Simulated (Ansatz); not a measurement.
Ansatz (a first-principles code) input (B97M-V/def2-TZVPD):

Ansatz 0.2 input:
```yaml
crystal:
  periodic: [false, false, false]
  atoms:
    - {symbol: O, position_ang: [-1.43584932, 0.23764025, 0.24271083]}
    - {symbol: Si, position_ang: [-0.01479057, -0.17249850, -0.24749786]}
    - {symbol: O, position_ang: [1.46173281, 0.06423212, 0.19041042]}
basis:
  gaussian:
    orbitals: def2-TZVPD
hamiltonian:
  xc: {name: B97M-V}
total_charge: -1
magnetization: {spin_polarized: true, initial_magnetization: 1}
output: {forces: true}
```

End of the output:

```
643 factors; their error is unknown
mean field: 0.50 GiB planned
mean field evaluation 1: about -11970.4406 eV, gradient 2.3e1 eV
mean field evaluation 2: about -11954.7919 eV, gradient 6.6e1 eV
mean field evaluation 4: about -11972.4278 eV, gradient 9.1e-1 eV
mean field evaluation 8: about -11972.4297 eV, gradient 6.0e-2 eV
mean field evaluation 16: about -11972.4297 eV, gradient 3.1e-5 eV
mean field -11972.42970793 eV, -439.9786765619 hartree, gradient 3.1e-5 eV, S^2 0.754490; 0 other end points of the search recorded, 0 dependent functions left out
the calculation of the forces begins
reference -11972.42976514 eV, -439.9786786645 hartree; 16, 15 occupied and 107, 108 virtual orbitals, 643 factors
Total energy: -11972.42976514 eV, -439.9786786645 hartree
Atom 0 at    -1.435849     0.237640     0.242711 Å, force     0.339391    -0.129611    -0.162316 eV/Å
Atom 1 at    -0.014791    -0.172498    -0.247498 Å, force     0.018648     0.217485     0.312043 eV/Å
Atom 2 at     1.461733     0.064232     0.190410 Å, force    -0.358039    -0.087873    -0.149727 eV/Å
Dipole moment:    -0.008881    -0.103572    -0.148604 e Å
```
